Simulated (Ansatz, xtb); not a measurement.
## Relative energy of two isomers of CH7ISi2

Structure a: `C[Si@H]([SiH3])I`, a singlet. Structure b: `[SiH3]C[SiH2]I`, a singlet. Both are isolated molecules in the gas phase, relaxed with r2SCAN-D4/def2-SVP; the shapes shown needn't be the lowest conformers.

a (Å):

```yaml
atoms:
  - { symbol: C, position_ang: [1.1509, -0.3482, 1.4217] }
  - { symbol: I, position_ang: [2.3330, 2.4502, -0.4491] }
  - { symbol: Si, position_ang: [0.5579, 0.7927, 0.0545] }
  - { symbol: Si, position_ang: [0.1287, -0.3357, -1.9560] }
  - { symbol: H, position_ang: [0.3609, -1.0770, 1.6692] }
  - { symbol: H, position_ang: [2.0499, -0.9014, 1.1094] }
  - { symbol: H, position_ang: [1.3930, 0.2236, 2.3310] }
  - { symbol: H, position_ang: [-0.6331, 1.5761, 0.5034] }
  - { symbol: H, position_ang: [-0.9465, -1.3601, -1.7624] }
  - { symbol: H, position_ang: [1.3778, -1.0275, -2.3975] }
  - { symbol: H, position_ang: [-0.3029, 0.6317, -3.0080] }
```

b (Å):

```xyz
11

C     0.3265   -1.1989   -0.7000
I    -2.6938    0.2608   -1.9570
Si   -0.1525   -0.8589    1.0968
Si   -1.0633   -1.5883   -1.8917
H    -1.0710   -1.9299    1.5894
H    -0.8324    0.4618    1.2208
H     1.0753   -0.8534    1.9486
H     0.9053   -0.3417   -1.0878
H     1.0052   -2.0736   -0.7193
H    -1.8021   -2.8101   -1.4628
H    -0.5609   -1.7701   -3.2837
```

Task: Estimate E(b) − E(a) at the level CCSD(T)/def2-SVP + ΔMP2/def2-TZVPP.

Result: Too close to call at this level: CCSD(T)/def2-SVP + ΔMP2/def2-TZVPP gives E(b) − E(a) = 0.000 eV.

How the difference moves with the method:

```tsv
level	geometry	E(b) − E(a) (eV)	departure from the last row (eV)	job, with rough time for the two
GFN2-xTB	GFN2-xTB	−0.305	−0.306	optimisation, 0.2 s
HF/STO-3G	GFN2-xTB	+0.213	+0.213	single point, 0.97 s
r2SCAN-D4/def2-SVP//GFN2-xTB	GFN2-xTB	+0.058	+0.057	single point, 5.2 s
r2SCAN-D4/def2-SVP	r2SCAN-D4/def2-SVP	+0.086	+0.085	optimisation, 76 s
HF/def2-SVP	r2SCAN-D4/def2-SVP	−0.029	−0.029	part of the CCSD(T) run
MP2/def2-SVP	r2SCAN-D4/def2-SVP	−0.022	−0.022	part of the CCSD(T) run
CCSD(T)/def2-SVP	r2SCAN-D4/def2-SVP	+0.022	+0.021	single point
CCSD(T)/def2-SVP + ΔMP2/def2-TZVPP	r2SCAN-D4/def2-SVP	0.000		single point, 47 s
```

As drawn, b has 1 C–Si, 1 Si–H in place of 1 Si–Si, 1 C–H.

The largest departure from CCSD(T)/def2-SVP + ΔMP2/def2-TZVPP is that of GFN2-xTB, 0.306 eV. The last row adds to CCSD(T) the change of the MP2 difference between the two basis sets, here −0.021 eV.

With harmonic frequencies from r2SCAN-D4/def2-SVP (ideal gas, rigid rotor, one conformer each, 298.15 K, 1 atm): on the last row, ΔE + ΔZPE = −0.035 eV. A mode under 50 cm⁻¹ makes harmonic enthalpies and free energies unreliable, so none is given.

The correlated steps freeze 15 core orbitals; the filled d shell of I is correlated, in a basis made for valence electrons. Atoms past krypton carry core potentials in the def2 sets, other sets are all-electron and non-relativistic, and no spin–orbit term is included. Programs: Ansatz 0.2.0, xtb 6.7.1; the last row on 2 threads of Arm Neoverse V1 on a shared host.
